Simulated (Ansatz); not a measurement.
Coupled-cluster diagnostics for In4N4H16, a cluster cut from zinc blende InN (hydrogen-capped), Ansatz.

Geometry of the singlet (r2SCAN-D4/def2-SVP):

Cartesian coordinates in Å:
```
N -2.066 0.081 0.603
N 0.552 -1.143 -1.748
N 1.014 -0.977 1.641
N 0.504 2.033 -0.495
In -1.104 -0.922 2.353
In 1.631 -2.219 -0.113
In -1.641 2.218 0.104
In 1.106 0.938 -2.348
H -3.070 0.062 0.817
H -1.998 -0.506 -0.232
H 0.737 -1.706 -2.586
H -0.462 -1.229 -1.632
H 1.535 -1.378 2.429
H 1.399 -0.031 1.569
H 1.077 1.738 0.301
H 0.811 2.999 -0.656
H -1.615 -2.572 2.324
H -1.171 0.252 3.619
H 0.815 -3.725 0.113
H 3.300 -1.877 -0.399
H -2.478 2.562 -1.367
H -1.665 3.034 1.627
H -0.043 1.434 -3.539
H 2.833 0.935 -2.385
```

In the def2 sets In takes a core potential; there is no spin–orbit coupling. Correlated methods freeze 20 core orbitals; core or outer-core shells of In are correlated, in sets that lack core-valence functions.

(1) Estimate the CCSD(T) correlation energy, the shares of MP2 and (T), T1 and the reference's ⟨S²⟩ for: charge 0, singlet, own geometry in def2-SVP; and the rough time on 2 threads of AMD EPYC 7R13 on a shared host and a share (18 GiB) of an NVIDIA H100 80GB HBM3.

Results:

(1) 
```tsv
state	basis	correlation (eV)	MP2 share (%)	(T) share (%)	T1	⟨S²⟩ (pure)	wall time
charge 0, singlet, own geometry	def2-SVP	-34.602	89.1	2.9	0.011	0.00 (0.00)	8 s
```
Customary marks for T1 are 0.02 (closed shells), 0.045 (open shells) and about 0.05 (3d metals). T1 stays under 0.02 throughout.
